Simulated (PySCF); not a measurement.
A geometry optimisation, step by step.

Compound: C₈H₁₄S.
Atom-mapped SMILES: `[CH2:1]=[CH:2][C@@H:3]1[CH2:4][CH2:5][CH2:6][CH2:7][S:8][CH2:9]1` (hydrogens: H10, H11 on C1; H12 on C2; H13 on C3; H14, H15 on C4; H16, H17 on C5; H18, H19 on C6; H20, H21 on C7; H22, H23 on C9)

Method: PySCF, PBE0-D3(BJ)/def2-SVP geometry optimisation, gas phase; density fitting, grid level 1; the optimiser is geomeTRIC in internal coordinates, started from a GFN2-xTB structure. The frame can shift and turn from step to step; on so coarse a grid that alone can change the energy by a few meV, and forces under 0.02 eV/Å are noise.

Step 0: E = -19336.5048 eV, largest atomic force 0.816 eV/Å
```
atom  x, y, z in Å  |  force x, y, z in eV/Å
C1      3.496    0.025   -0.445    0.382  -0.040  -0.029
C2      2.241    0.244   -0.783   -0.641  -0.067   0.501
C3      1.065    0.059    0.130   -0.079   0.015  -0.546
C4      0.189   -1.079   -0.415   -0.076   0.139   0.687
C5     -1.167   -1.249    0.282   -0.032   0.140  -0.708
C6     -2.321   -0.585   -0.473    0.256   0.306   0.521
C7     -2.335    0.934   -0.409    0.540  -0.372  -0.407
S8     -0.847    1.731   -1.093   -0.070   0.287   0.044
C9      0.313    1.387    0.265   -0.211  -0.289  -0.492
H10     4.309    0.177   -1.135    0.448   0.097  -0.436
H11     3.767   -0.317    0.542    0.103  -0.202   0.580
H12     1.988    0.592   -1.777   -0.080   0.167  -0.544
H13     1.424   -0.217    1.129    0.130  -0.066   0.224
H14     0.766   -2.001   -0.323    0.192  -0.251  -0.035
H15     0.021   -0.909   -1.480    0.012  -0.001  -0.332
H16    -1.392   -2.315    0.350   -0.062  -0.292   0.114
H17    -1.121   -0.866    1.304   -0.017   0.033   0.411
H18    -2.284   -0.897   -1.519   -0.064  -0.132  -0.323
H19    -3.269   -0.939   -0.056   -0.325  -0.149   0.059
H20    -3.160    1.326   -1.004   -0.309   0.191  -0.114
H21    -2.445    1.288    0.618   -0.151   0.139   0.331
H22    -0.266    1.425    1.187   -0.132   0.073   0.367
H23     1.023    2.215    0.271    0.182   0.273   0.127
```

Step 1: E = -19336.5853 eV, largest atomic force 0.165 eV/Å
```
atom  x, y, z in Å  |  force x, y, z in eV/Å
C1      3.495   -0.058   -0.466    0.056  -0.023   0.052
C2      2.222    0.175   -0.784   -0.009   0.054  -0.128
C3      1.051    0.007    0.135   -0.030  -0.010   0.109
C4      0.174   -1.157   -0.348    0.006  -0.011  -0.095
C5     -1.206   -1.298    0.303    0.024  -0.001   0.100
C6     -2.337   -0.596   -0.445   -0.040  -0.061  -0.099
C7     -2.340    0.922   -0.403   -0.081   0.120   0.079
S8     -0.862    1.765   -1.040    0.011  -0.084  -0.005
C9      0.289    1.331    0.293    0.061   0.109   0.069
H10     4.305    0.088   -1.186   -0.026  -0.009   0.004
H11     3.775   -0.406    0.535    0.002   0.010  -0.030
H12     1.973    0.523   -1.798    0.003  -0.022   0.054
H13     1.440   -0.246    1.141   -0.024   0.026  -0.054
H14     0.756   -2.081   -0.205   -0.015   0.021  -0.005
H15     0.036   -1.051   -1.439    0.019  -0.042   0.046
H16    -1.458   -2.370    0.355   -0.001   0.035  -0.012
H17    -1.173   -0.953    1.354   -0.011  -0.038  -0.047
H18    -2.316   -0.924   -1.501   -0.009   0.013   0.053
H19    -3.306   -0.939   -0.036    0.035   0.022  -0.014
H20    -3.174    1.317   -1.007    0.037  -0.025   0.023
H21    -2.500    1.284    0.630   -0.004  -0.025  -0.072
H22    -0.290    1.340    1.232    0.033  -0.015  -0.038
H23     1.009    2.163    0.364   -0.036  -0.044   0.010
```

Step 2: E = -19336.5872 eV, largest atomic force 0.037 eV/Å
```
atom  x, y, z in Å  |  force x, y, z in eV/Å
C1      3.496   -0.062   -0.471   -0.010  -0.003  -0.016
C2      2.221    0.176   -0.782   -0.005   0.004  -0.008
C3      1.052    0.009    0.143   -0.004  -0.004   0.023
C4      0.174   -1.155   -0.343   -0.007   0.015  -0.013
C5     -1.208   -1.297    0.303    0.008   0.015   0.011
C6     -2.338   -0.595   -0.450   -0.002  -0.012  -0.018
C7     -2.342    0.924   -0.405    0.003   0.024   0.028
S8     -0.857    1.759   -1.036    0.000  -0.004  -0.018
C9      0.293    1.334    0.302   -0.006   0.015   0.014
H10     4.295    0.079   -1.203    0.016  -0.003   0.011
H11     3.786   -0.409    0.527   -0.003   0.001  -0.008
H12     1.967    0.522   -1.793   -0.002  -0.004   0.004
H13     1.441   -0.243    1.146    0.008  -0.006  -0.009
H14     0.755   -2.079   -0.198    0.001   0.000   0.012
H15     0.041   -1.054   -1.434    0.009  -0.017   0.003
H16    -1.461   -2.368    0.352   -0.002  -0.002  -0.010
H17    -1.182   -0.956    1.354   -0.002  -0.009  -0.003
H18    -2.312   -0.921   -1.504   -0.002   0.004   0.005
H19    -3.307   -0.938   -0.047    0.002  -0.003   0.006
H20    -3.171    1.318   -1.014    0.009   0.003  -0.008
H21    -2.509    1.285    0.625   -0.003  -0.006  -0.005
H22    -0.285    1.342    1.239   -0.004  -0.007  -0.001
H23     1.012    2.165    0.373   -0.006  -0.002  -0.001
```

Step 3: E = -19336.5875 eV, largest atomic force 0.021 eV/Å
```
atom  x, y, z in Å  |  force x, y, z in eV/Å
C1      3.494   -0.066   -0.476   -0.014  -0.008   0.013
C2      2.219    0.176   -0.783    0.016   0.001  -0.001
C3      1.052    0.009    0.145    0.002   0.009  -0.014
C4      0.175   -1.155   -0.341   -0.011   0.008   0.014
C5     -1.209   -1.296    0.303   -0.001   0.009  -0.019
C6     -2.337   -0.593   -0.452    0.005   0.010   0.012
C7     -2.341    0.927   -0.405    0.012  -0.011  -0.005
S8     -0.854    1.758   -1.035   -0.002   0.010  -0.005
C9      0.294    1.335    0.305   -0.005  -0.015  -0.003
H10     4.298    0.071   -1.203   -0.010   0.005  -0.014
H11     3.781   -0.415    0.522    0.005  -0.004   0.012
H12     1.962    0.522   -1.794   -0.005   0.006  -0.008
H13     1.443   -0.243    1.147    0.015  -0.006   0.003
H14     0.756   -2.079   -0.191    0.003  -0.003   0.014
H15     0.045   -1.058   -1.432    0.004  -0.008  -0.009
H16    -1.462   -2.366    0.349   -0.003  -0.007  -0.008
H17    -1.185   -0.957    1.354    0.002  -0.002   0.010
H18    -2.310   -0.917   -1.506    0.001   0.000  -0.008
H19    -3.307   -0.936   -0.050   -0.005  -0.003   0.007
H20    -3.167    1.321   -1.017   -0.005   0.004  -0.008
H21    -2.511    1.287    0.624    0.000   0.003   0.011
H22    -0.286    1.341    1.242   -0.010  -0.003   0.003
H23     1.011    2.166    0.377    0.008   0.006   0.003
```

**Question.** Summarise the path.

**Answer.** The energy falls by 7.98 kJ/mol from step 0 to step 3; nine tenths of that is first reached at step 1. It falls at every step. The largest force goes from 0.816 to 0.021 eV/Å. Among the bonds C1–H11 changes most (a near tie, within 0.001 Å, with another), from 1.078 to 1.095 Å; the atoms move by 0.059 Å rms after alignment.

**Question.** Follow the three bonds and two angles with the largest change from start to end.

**Answer.** 
| step | E above end (kJ/mol) | largest force (eV/Å) | C1–H11 (Å) | C1–H10 (Å) | C2–H12 (Å) | H20–C7–H21 (°) | C6–C7–S8 (°) |
| --- | --- | --- | --- | --- | --- | --- | --- |
| 0 | 7.98 | 0.816 | 1.078 | 1.077 | 1.082 | 108.7 | 114.4 |
| 1 | 0.21 | 0.165 | 1.096 | 1.094 | 1.101 | 106.6 | 116.9 |
| 2 | 0.03 | 0.037 | 1.095 | 1.093 | 1.099 | 106.6 | 116.5 |
| 3 | 0.00 | 0.021 | 1.095 | 1.093 | 1.099 | 106.6 | 116.4 |

What follows is the cost of the whole optimisation. Time: 82 s; peak memory 0.87 GiB. Hardware: one thread, Arm Neoverse V2 (aarch64), shared host with 96 logical CPUs at a one-minute load of 53.
